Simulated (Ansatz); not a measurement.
Input file for Ansatz (a program for electronic structure): R-CCSD(T)/cc-pV(T+d)Z on H7NSi2 (SMILES N[SiH2][SiH3]), a point of a torsion scan. Files ending in .json are basis or fitting sets from the Basis Set Exchange.

Ansatz 0.2 input:
```yaml
crystal:
  periodic: [false, false, false]
  atoms:
    - {symbol: N, position_ang: [-1.86877298, 0.19694905, -0.21863115]}
    - {symbol: Si, position_ang: [-0.48452527, -0.63813422, 0.39911690]}
    - {symbol: Si, position_ang: [1.58085469, 0.27449031, -0.10842883]}
    - {symbol: H, position_ang: [-2.08787533, 1.10760878, 0.15213623]}
    - {symbol: H, position_ang: [-2.02762456, 0.19735329, -1.21331249]}
    - {symbol: H, position_ang: [-0.74112081, -0.66987874, 1.84396961]}
    - {symbol: H, position_ang: [-0.64674081, -1.99017753, -0.14833996]}
    - {symbol: H, position_ang: [1.50420337, 1.69153175, -0.49435293]}
    - {symbol: H, position_ang: [2.24897996, -0.39170222, -1.23280165]}
    - {symbol: H, position_ang: [2.52239877, 0.21871244, 1.01398613]}
basis:
  gaussian:
    orbitals: cc-pV_T+d_Z.json
magnetization: {spin_polarized: false}
correlation: {method: ccsd_t, electrons: outside_noble_gas}
scf: {lower_state_search: off}
```

It printed:

```
WARN ansatz: RAYON_NUM_THREADS=1 ignored (pool sized by the plan → 1); use --threads N
Functional definition: HF
these checks for a lower state are left out or cut short: stability, starts, cluster_reference, orbital_swaps, neighbouring_geometries, increment
integrals: 0.88 GiB planned
1178 factors; integrals over basis functions are off by at most 1.2e-3 eV
mean field: 0.59 GiB planned
mean field evaluation 1: about -17315.7165 eV, gradient 3.4e1 eV
mean field evaluation 2: about -17315.8678 eV, gradient 3.4e1 eV
mean field evaluation 4: about -17318.8310 eV, gradient 3.3e0 eV
mean field evaluation 8: about -17318.8861 eV, gradient 1.2e-1 eV
mean field -17318.88617373 eV, -636.4573277218 hartree, gradient 5.4e-6 eV, S^2 0.000000; 0 other end points of the search recorded, 0 dependent functions left out
11 core orbitals not correlated
reference -17318.88617373 eV, -636.4573277218 hartree; 10, 10 occupied and 185, 185 virtual orbitals, 1178 factors
second order -12.91840304 eV of doubles, -0.00000000 eV of singles
coupled cluster: 1.17 GiB planned
cycle   1  -13.83366514 eV  change   -9.2e-1 eV  update   8.3e-2
cycle   2  -14.26701685 eV  change   -4.3e-1 eV  update   2.6e-2
cycle   3  -14.31568031 eV  change   -4.9e-2 eV  update   1.1e-2
cycle   4  -14.30954084 eV  change    6.1e-3 eV  update   3.2e-3
cycle   5  -14.30891997 eV  change    6.2e-4 eV  update   1.4e-3
cycle   6  -14.30878498 eV  change    1.3e-4 eV  update   3.9e-4
cycle   7  -14.30864001 eV  change    1.4e-4 eV  update   1.4e-4
cycle   8  -14.30866055 eV  change   -2.1e-5 eV  update   6.2e-5
cycle   9  -14.30867585 eV  change   -1.5e-5 eV  update   2.4e-5
perturbative correction -0.48893735 eV, -0.0179681160 hartree
Total energy: -17333.68378693 eV, -637.0011299767 hartree
Checks for a lower state left out: stability, starts, cluster_reference, orbital_swaps, neighbouring_geometries, increment
```

The calculation finished and met its thresholds.

Cost: around 90 core-seconds (rough).
